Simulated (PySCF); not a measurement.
Atoms are numbered as in `[CH3:1]/[C:2]([F:3])=[C:4](/[CH3:5])[C:6]#[N:7]`. Each H is labelled by its parent atom.

Geometry: GFN2-xTB; GIAO shifts from PySCF 2.14.0 with density-fitted response routines, gas phase, non-relativistic, averaged over equivalent atoms.

At PBE0/pcSseg-1 (149 basis functions, of the order of 40 core-seconds):
```
atoms  δ (ppm)
   C2    182.8
   C6    122.9
   C4     96.7
   C1     20.7
   C5     15.1
   F3    -80.0
   N7    322.4
H(C1)     2.43
H(C5)     1.96
```

References, each an isolated molecule treated in the same way: 13C (σ = 186.93 ppm), 1H (σ = 31.72 ppm) vs TMS; CFCl3 for 19F (σ = 170.95 ppm); NH3 for 15N (σ = 267.73 ppm).

Estimate the result of repeating the calculation with B3LYP/aug-cc-pVDZ.

Answers


| atoms | δ at B3LYP/aug-cc-pVDZ | change |
| --- | --- | --- |
| C2 | 173.2 | -9.6 |
| C6 | 113.3 | -9.6 |
| C4 | 92.8 | -3.9 |
| C1 | 19.0 | -1.7 |
| C5 | 14.4 | -0.7 |
| F3 | -85.1 | -5.1 |
| N7 | 284.8 | -37.6 |
| H(C1) | 2.44 | +0.01 |
| H(C5) | 2.06 | +0.10 |

Scale: TMS for 13C (σ = 193.61 ppm) and 1H (σ = 32.00 ppm); 19F (σ = 184.32 ppm) vs CFCl3; 15N (σ = 268.77 ppm) vs NH3 (reference shieldings calculated alike).

The largest change is at N7 (nitrile nitrogen). Cost: 215 basis functions, roughly 70 core-seconds. The order of the carbon signals is the same at both levels.

Unscaled 19F shifts against computed CFCl3 carry errors that often reach 10 to 50 ppm. Experimental scales use liquid or dissolved standards, which lie at an offset from isolated NH3 (liquid NH3: subtract about 20 ppm). Unscaled 15N shifts of sp2 nitrogen come out 20 to 40 ppm too high even then.
